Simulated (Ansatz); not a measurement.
Two isomers of C2H10BNSi: A = `CBNC[SiH3]`, B = `CN(C)B[SiH3]`.

Isolated molecules relaxed with PBE0-D4/def2-TZVP in Ansatz; ΔE leaves out vibrations. CBS: MP2 limit from def2 TZ/QZ plus the TZ coupled-cluster correction, frozen cores. DFT in def2-TZVPP. B3LYP here is the variant with VWN-RPA as its local correlation; programs differ in this. Each species was taken in one conformer, which may not be the lowest.

Q: Which isomer does CCSD(T)/CBS put lower? Give the gap. (Best estimate.)

A: Computed: A, by 65.6 kJ/mol.

Q: Give E(B) − E(A) in kJ/mol with B3LYP-D4, PBE0-D4, MP2/def2-TZVPP, HF/def2-TZVPP, B2PLYP, PBE-D4, CCSD/def2-TZVPP. (Best estimate.)

A: The calculation gave: B3LYP-D4 65.9, PBE0-D4 63.1, MP2/def2-TZVPP 69.1, HF/def2-TZVPP 75.9, B2PLYP 68.7, PBE-D4 59.2, CCSD/def2-TZVPP 65.5. None reverses the order clearly.

Largest T1 diagnostic: 0.013.

In def2-TZVPP, CCSD(T) changes the Hartree–Fock value by −13.1 kJ/mol (the triples alone add −2.7 kJ/mol) and MP2 by −6.8 kJ/mol. The D4 term adds −3.1 kJ/mol with B3LYP and −1.6 kJ/mol with PBE0; it sums over pairs of atoms, weighted by their polarisabilities, and B3LYP, whose exchange is more repulsive, gets the larger term.
